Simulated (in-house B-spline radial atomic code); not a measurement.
Configurations of Sr+, with energies counted from [Kr] 5s1. Method: scalar-relativistic (X2C) CAM-B3LYP, spin-polarised, spherical fractional occupations, Fermi nucleus of rms radius 4.224 fm. Calculated with an all-electron radial atomic-structure program (B-spline basis). Caution: exact exchange at fractional occupations of open shells leaves self-interaction of up to several eV. Shells without spins written out take the highest spin.

Occupations are held fixed; configurations that lie above the ionisation limit could autoionise.

```csv
configuration,E - E(ref) (eV),highest orbital,its <r> (bohr)
"[Kr] 4d(0 up, 1 down)",3.5033,4d down,3.317
[Ar] 3d10 4s1 4p6 5s1 6s1,49.164,6s up,7.468
[Ar] 3d9 4s2 4p6 5s1 5p1,145.79,5p up,4.302
[Ar] 3d9 4s2 4p6 5s1 6d1,152.11,6d up,13.18
"[Ne] 3s2 3p(2 up, 3 down) 3d10 4s2 4p6 5s2",271.18,5s up,3.54
[Ne] 3s2 3p5 3d10 4s2 4p6 4f1 5s1,281.19,4f up,9.15
```

Q: Order these further configurations by energy, lowest first.
A. [Ar] 3d10 4s2 4p5 5s1 6f1
B. [Ar] 3d10 4s1 4p6 5s1 5d1
C. [Ne] 3s2 3p(3 up, 2 down) 3d10 4s2 4p6 5s(0 up, 1 down) 5d(0 up, 1 down)
D. [Ar] 3d9 4s2 4p6 5s1 5d1
E. [Ar] 3d10 4s2 4p(2 up, 3 down) 5s(0 up, 1 down) 5f(0 up, 1 down)

A: E (35.248 eV), A (35.825 eV), B (50.608 eV), D (150.39 eV), C (279.83 eV).

Q: How far above the reference does [Ar] 3d10 4s1 4p6 5s2 lie?

A: 42.241 eV; its least bound orbital is 5s down with <r> = 3.607 bohr.

Q: How far above the reference does [Ar] 3d9 4s2 4p6 5s1 6p1 lie?

A: 150.61 eV; its least bound orbital is 6p up with <r> = 9.148 bohr.
